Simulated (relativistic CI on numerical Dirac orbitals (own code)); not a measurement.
**Hyperfine structure of Ta31+, mass number 181**

Method of calculation: Dirac-Coulomb-Breit CI, separate exchange-only KLI orbitals for each configuration, model QED, unscaled Slater integrals (own radial code, finite nucleus).

Configurations in the expansion (outside the closed core [Ar] 3d10): 4s2.4p6.4d6, 4s2.4p5.4d7, 4s2.4p6.4d5.4f, 4s2.4p4.4d8, 4s.4p6.4d7, 4p6.4d8, 4s.4p6.4d6.4f, 4s2.4p6.4d5.5s, 4s.4p5.4d8, 4s2.4p6.4d5.5d, 4s2.4p4.4d7.5s, 4s2.4p6.4d4.5s2, 4s2.4p6.4d5.6s, 4s.4p6.4d6.5s, 4p6.4d7.5s, 4s.4p6.4d5.5s2. Levels of other configurations are missing.

Nuclear spin I = 7/2, μ = 2.365 μN, Q = 3.17 b (tables of Stone and Pyykkö). The electronic factors are computed for point nuclear moments, without core polarisation or the Bohr-Weisskopf and QED corrections.

| Level | E (cm⁻¹) | A (MHz) | B (MHz) |
| --- | --- | --- | --- |
| 4s2.4p6.4d6 5D_3 | 104417.5 | 3810 | 4690 |
| 4s2.4p6.4d6 5D_1 | 117006.0 | 5714 | -19100 |
| 4s2.4p6.4d6 3G_5 | 143678.8 | 7833 | 24300 |
| 4s2.4p6.4d6 3H_6 | 146684.0 | 8656 | -47500 |
| 4s2.4p6.4d6 3P_1 | 199669.1 | 5799 | 38400 |

Levels with J = 0, under 50 % of one LS term, or S terms without an open s electron are left out. Small factors come from cancelling terms and can be off by tens of per cent or more.

At this charge energies of transitions that change n are usually good to better than 1 %, and those within a shell (Δn = 0) to a few per cent. Terms inside the open d or f shell come out 10 to 20 % too wide with unscaled integrals.

(1) Give the hyperfine levels of 4s2.4p6.4d6 5D_3 relative to its centre of gravity.

Results:

(1) With K = F(F + 1) − I(I + 1) − J(J + 1), E = AK/2 + B[¾K(K + 1) − I(I + 1)J(J + 1)]/[2I(2I − 1)J(2J − 1)]: F = 1/2: -48930, F = 3/2: -44050, F = 5/2: -35700, F = 7/2: -23530, F = 9/2: -7090, F = 11/2: 14240, F = 13/2: 41180 MHz.

LS names give the leading component of a level, which can be under half, so a name can repeat, a term be missing and a line seem to break the LS rules.
